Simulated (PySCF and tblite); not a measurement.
## Conformers and averaged properties: C₆H₉NOSi, numbered as in [N:1]#[C:2][C@H:3]1[CH2:4][C@H:5]([SiH3:6])[CH2:7][C:8]1=[O:9]

Level: PBE0-D3(BJ)/pcSseg-1//GFN2-xTB, thermal terms from GFN2-xTB, symmetry numbers and mirror pairs counted. Conformers within 2.5 kcal/mol (GFN2-xTB free energy) were kept, 6 at most. GIAO shieldings: PBE0/pcSseg-1. Shifts are against TMS (¹H), TMS (¹³C), TMS (²⁹Si), NH3 (¹⁵N) at the same level; of two unlike H on one atom, a is the less shielded. Codes: tblite and PySCF.

The 5-ring runs over atoms 3–4–5–7–8.

```json
{"conformer": "1", "shape": "5-ring twist (ring torsions 40, -31, 11, 14, -33°)", "symmetry": "C1", "E(GFN2) kcal/mol": "0.00", "E(DFT) kcal/mol": "0.00", "G(298.15 K) kcal/mol": "0.00", "weight %": "93.4", "dipole D": "4.74"}
{"conformer": "2", "shape": "5-ring envelope (ring torsions -38, 37, -22, -2, 25°)", "symmetry": "C1", "E(GFN2) kcal/mol": "0.74", "E(DFT) kcal/mol": "1.47", "G(298.15 K) kcal/mol": "1.57", "weight %": "6.6", "dipole D": "5.48"}
```

Weights (%) against temperature:

| T (K) | 1 | 2 | S(mix) cal/mol/K |
| --- | --- | --- | --- |
| 250 | 95.7 | 4.3 | 0.35 |
| 298.15 | 93.4 | 6.6 | 0.48 |
| 350 | 90.8 | 9.2 | 0.61 |

Averaged shifts at 298.15 K. ¹H: 3.91 (H6, 3H), 2.98 (H3, 1H), 2.63 (H7a, 1H), 2.46 (H4a, 1H), 1.99 (H5, 1H), 1.97 (H7b, 1H), 1.92 (H4b, 1H) ppm. ¹³C: 214.1 (C8), 121.8 (C2), 43.9 (C7), 39.6 (C3), 37.6 (C4), 19.3 (C5) ppm. ²⁹Si: -63.9 (Si6) ppm. ¹⁵N: 302.2 (N1) ppm.

Coordinates of conformer 1 (Å):

```xyz
18

N     3.207   -0.293    1.411
C     2.498   -0.378    0.519
C     1.567   -0.489   -0.576
C     0.240   -1.095   -0.096
C    -0.517    0.101    0.487
Si   -2.384   -0.197    0.739
C    -0.191    1.228   -0.494
C     1.193    0.934   -1.022
O     1.885    1.653   -1.682
H     2.051   -1.038   -1.389
H     0.390   -1.887    0.638
H    -0.294   -1.514   -0.952
H    -0.054    0.348    1.449
H    -2.557   -1.308    1.672
H    -2.959   -0.532   -0.566
H    -2.981    1.031    1.258
H    -0.868    1.219   -1.354
H    -0.236    2.224   -0.055
```

Coordinates of conformer 2 (Å):

```xyz
18

N     3.663   -1.059   -0.517
C     2.548   -0.964   -0.283
C     1.150   -0.782    0.003
C     0.835    0.630    0.515
C    -0.555    0.941   -0.050
Si   -1.972    0.197    1.002
C    -0.503    0.313   -1.442
C     0.303   -0.946   -1.272
O     0.291   -1.917   -1.971
H     0.838   -1.556    0.712
H     1.574    1.332    0.117
H     0.873    0.685    1.603
H    -0.691    2.023   -0.122
H    -1.830    0.705    2.366
H    -1.868   -1.263    0.991
H    -3.237    0.616    0.401
H    -1.476    0.101   -1.884
H     0.048    0.950   -2.143
```

Unscaled ²⁹Si and ¹⁵N shifts at such levels can be off by tens of ppm; differences between conformers or isomers are more reliable. Shifts are unscaled: against experiment ¹³C can be off by 15 ppm or more and ¹H by 0.8 ppm.

Search and properties took 97 s on 1 thread of AMD EPYC 7B13, on a host shared with other jobs (rough), launched as `OMP_NUM_THREADS=1 python ens_run.py task.json out`.


¹⁵N shifts are against a computed isolated NH3 molecule, about 20 ppm from the liquid.